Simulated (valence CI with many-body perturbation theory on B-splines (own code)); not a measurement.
**Yb30+: E2, M1 decay**

Method: configuration interaction combined with many-body perturbation theory (CI+MBPT): four valence electrons over a frozen Dirac-Fock core [Kr], a basis of 9 s, 9 p, 10 d, 8 f, 5 g, 3 h, 1 i functions for each j, with the one-electron correlation potential Σ1 (screened to all orders), the two-electron term Σ2, the three-electron term Σ3, Breit, model QED; selected single and double excitations, second order for the rest (own B-spline code, finite nucleus).

No measured spectrum was set against this ion. As an estimate, large intervals hold to a few tenths of a per cent, small ones and those within an open d or f shell to about a per cent. Only levels of the ground parity were solved; by the run's estimate the other parity begins above the list, which can be wrong where configurations are misplaced.

Lines 1 to 50 of 120 in falling wavelength, among levels below 564860 cm⁻¹, chosen from the decays that carry over 1 % of a level's rate. Wavelengths and rates use the calculated energies. Electric multipoles are in the length gauge, E1 and E2 with the static RPA response of the core. S is in atomic units (e²a₀⁴ for E2 and M2, e²a₀⁶ for E3), for M1 in squared Bohr magnetons. Weak lines are less certain than strong ones. Lines between different terms over intervals too small for the method are left out, as are lines whose strength nearly cancels. The highest levels of a list are the least certain.

Levels are named by their leading jj configuration (3d3/2^4 stands for four electrons in 3d with j = 3/2), which in mixed levels can hold well under half, so a name can repeat and another be missing. Letters in brackets count levels of one name in rising energy.

| λ vac (nm) | Upper | Lower | Type | A (s⁻¹) | S (a.u.) |
| --- | --- | --- | --- | --- | --- |
| 5151 | (4d3/2^3 4d5/2) J=4 | (4d3/2^3 4d5/2) J=2 | E2 | 1.94e-09 | 5.65e-03 |
| 1045 | (4d3/2^3 4d5/2) J=3 | (4d3/2^3 4d5/2) J=4 | M1 | 9.67e+00 | 2.87e+00 |
| 1015 | (4d3/2^2 4d5/2^2) J=6 | (4d3/2^2 4d5/2^2) J=5 | M1 | 7.73e+00 | 3.90e+00 |
| 868.9 | (4d3/2^3 4d5/2) J=3 | (4d3/2^3 4d5/2) J=2 | M1 | 2.92e+01 | 4.97e+00 |
| 292.5 | (4d3/2^3 4d5/2) J=2 | (4d3/2^3 4d5/2) J=1 | M1 | 1.02e+03 | 4.71e+00 |
| 292.4 | (4d3/2^2 4d5/2^2) J=1 | (4d3/2^2 4d5/2^2) J=0 [a] | M1 | 5.32e+02 | 1.48e+00 |
| 282.9 | (4d3/2^2 4d5/2^2) J=4 [b] | (4d3/2^2 4d5/2^2) J=3 [a] | M1 | 3.57e+02 | 2.69e+00 |
| 250.1 | (4d3/2^2 4d5/2^2) J=2 [d] | (4d3/2^2 4d5/2^2) J=2 [c] | M1 | 4.44e+02 | 1.29e+00 |
| 249.5 | (4d3/2^2 4d5/2^2) J=4 [b] | (4d3/2^2 4d5/2^2) J=4 [a] | M1 | 6.20e+01 | 3.21e-01 |
| 235.3 | (4d3/2 4d5/2^3) J=3 [c] | (4d3/2 4d5/2^3) J=2 [a] | M1 | 5.72e+02 | 1.93e+00 |
| 229.5 | (4d3/2^2 4d5/2^2) J=2 [b] | (4d3/2^2 4d5/2^2) J=2 [a] | M1 | 5.21e+02 | 1.17e+00 |
| 226.9 | (4d3/2 4d5/2^3) J=3 [b] | (4d3/2 4d5/2^3) J=3 [a] | M1 | 4.19e+02 | 1.27e+00 |
| 226.1 | (4d3/2^2 4d5/2^2) J=4 [c] | (4d3/2^2 4d5/2^2) J=3 [b] | M1 | 2.88e+02 | 1.11e+00 |
| 188.9 | (4d3/2 4d5/2^3) J=1 [b] | (4d3/2 4d5/2^3) J=0 | M1 | 9.27e+02 | 6.95e-01 |
| 177.2 | (4d3/2 4d5/2^3) J=2 [b] | (4d3/2 4d5/2^3) J=2 [a] | M1 | 7.28e+02 | 7.50e-01 |
| 159.3 | (4d3/2^2 4d5/2^2) J=0 [b] | (4d3/2 4d5/2^3) J=1 [a] | M1 | 1.35e+03 | 2.03e-01 |
| 151.0 | (4d3/2^2 4d5/2^2) J=4 [c] | (4d3/2^2 4d5/2^2) J=5 | M1 | 4.35e+02 | 5.01e-01 |
| 146.6 | (4d3/2 4d5/2^3) J=1 [b] | (4d3/2 4d5/2^3) J=1 [a] | M1 | 5.97e+02 | 2.09e-01 |
| 144.3 | (4d3/2^2 4d5/2^2) J=4 [a] | (4d3/2^3 4d5/2) J=3 | M1 | 1.81e+03 | 1.81e+00 |
| 137.1 | (4d3/2 4d5/2^3) J=3 [a] | (4d3/2^2 4d5/2^2) J=4 [b] | M1 | 1.37e+03 | 9.13e-01 |
| 135.1 | (4d3/2^2 4d5/2^2) J=3 [a] | (4d3/2^3 4d5/2) J=3 | M1 | 8.88e+03 | 5.68e+00 |
| 134.7 | (4d3/2^2 4d5/2^2) J=2 [d] | (4d3/2^2 4d5/2^2) J=2 [b] | M1 | 8.04e+02 | 3.64e-01 |
| 134.1 | (4d3/2 4d5/2^3) J=2 [a] | (4d3/2^2 4d5/2^2) J=2 [c] | M1 | 2.11e+03 | 9.43e-01 |
| 129.7 | (4d3/2 4d5/2^3) J=3 [c] | (4d3/2^2 4d5/2^2) J=2 [d] | M1 | 9.73e+02 | 5.51e-01 |
| 129.7 | (4d3/2^2 4d5/2^2) J=2 [d] | (4d3/2^2 4d5/2^2) J=3 [b] | M1 | 4.49e+02 | 1.81e-01 |
| 129.2 | (4d3/2 4d5/2^3) J=1 [b] | (4d3/2^2 4d5/2^2) J=2 [d] | M1 | 5.85e+03 | 1.40e+00 |
| 128.5 | (4d3/2^2 4d5/2^2) J=2 [c] | (4d3/2^2 4d5/2^2) J=2 [a] | M1 | 1.05e+03 | 4.12e-01 |
| 126.8 | (4d3/2^2 4d5/2^2) J=4 [a] | (4d3/2^3 4d5/2) J=4 | M1 | 1.31e+04 | 8.91e+00 |
| 125.6 | (4d3/2 4d5/2^3) J=3 [b] | (4d3/2^2 4d5/2^2) J=2 [c] | M1 | 4.23e+02 | 2.18e-01 |
| 125.5 | (4d3/2 4d5/2^3) J=3 [c] | (4d3/2 4d5/2^3) J=4 [a] | M1 | 1.85e+03 | 9.51e-01 |
| 125.2 | (4d3/2^2 4d5/2^2) J=4 [c] | (4d3/2^2 4d5/2^2) J=3 [a] | M1 | 5.28e+02 | 3.46e-01 |
| 125.1 | (4d3/2^3 4d5/2) J=1 | (4d3/2^4) J=0 | M1 | 1.42e+04 | 3.09e+00 |
| 124.3 | (4d3/2^2 4d5/2^2) J=2 [a] | (4d3/2^3 4d5/2) J=2 | M1 | 5.64e+03 | 2.01e+00 |
| 122.2 | (4d3/2 4d5/2^3) J=2 [b] | (4d3/2 4d5/2^3) J=1 [a] | M1 | 8.78e+02 | 2.97e-01 |
| 119.8 | (4d3/2 4d5/2^3) J=1 [a] | (4d3/2^2 4d5/2^2) J=2 [b] | M1 | 2.47e+03 | 4.73e-01 |
| 118.2 | (4d3/2^2 4d5/2^2) J=4 [c] | (4d3/2^2 4d5/2^2) J=4 [a] | M1 | 6.36e+03 | 3.51e+00 |
| 116.9 | (4d3/2^2 4d5/2^2) J=3 [a] | (4d3/2^3 4d5/2) J=2 | M1 | 7.04e+03 | 2.92e+00 |
| 113.0 | (4d3/2 4d5/2^3) J=5 | (4d3/2^2 4d5/2^2) J=4 [b] | M1 | 7.73e+03 | 4.54e+00 |
| 109.8 | (4d3/2 4d5/2^3) J=2 [b] | (4d3/2^2 4d5/2^2) J=2 [d] | M1 | 1.03e+03 | 2.54e-01 |
| 104.7 | (4d3/2 4d5/2^3) J=2 [b] | (4d3/2 4d5/2^3) J=3 [a] | M1 | 2.34e+03 | 4.98e-01 |
| 103.6 | (4d3/2 4d5/2^3) J=4 [a] | (4d3/2^2 4d5/2^2) J=5 | M1 | 1.64e+03 | 6.06e-01 |
| 102.8 | (4d3/2^2 4d5/2^2) J=5 | (4d3/2^3 4d5/2) J=4 | M1 | 8.46e+03 | 3.75e+00 |
| 99.64 | (4d3/2 4d5/2^3) J=5 | (4d3/2^2 4d5/2^2) J=6 | M1 | 4.40e+03 | 1.77e+00 |
| 99.45 | (4d3/2 4d5/2^3) J=1 [a] | (4d3/2^2 4d5/2^2) J=1 | M1 | 1.13e+04 | 1.23e+00 |
| 95.69 | (4d3/2 4d5/2^3) J=6 | (4d3/2^2 4d5/2^2) J=6 | M1 | 8.97e+03 | 3.79e+00 |
| 93.51 | (4d3/2^2 4d5/2^2) J=0 [a] | (4d3/2^3 4d5/2) J=1 | M1 | 4.93e+04 | 1.49e+00 |
| 93.50 | (4d3/2^2 4d5/2^2) J=1 | (4d3/2^3 4d5/2) J=2 | M1 | 2.03e+04 | 1.85e+00 |
| 93.38 | (4d3/2^2 4d5/2^2) J=6 | (4d3/2^3 4d5/2) J=4 | E2 | 1.02e+00 | 8.42e-03 |
| 92.32 | (4d3/2 4d5/2^3) J=3 [a] | (4d3/2^2 4d5/2^2) J=3 [a] | M1 | 1.77e+04 | 3.61e+00 |
| 91.88 | (4d3/2 4d5/2^3) J=2 [a] | (4d3/2^2 4d5/2^2) J=2 [b] | M1 | 8.48e+03 | 1.22e+00 |
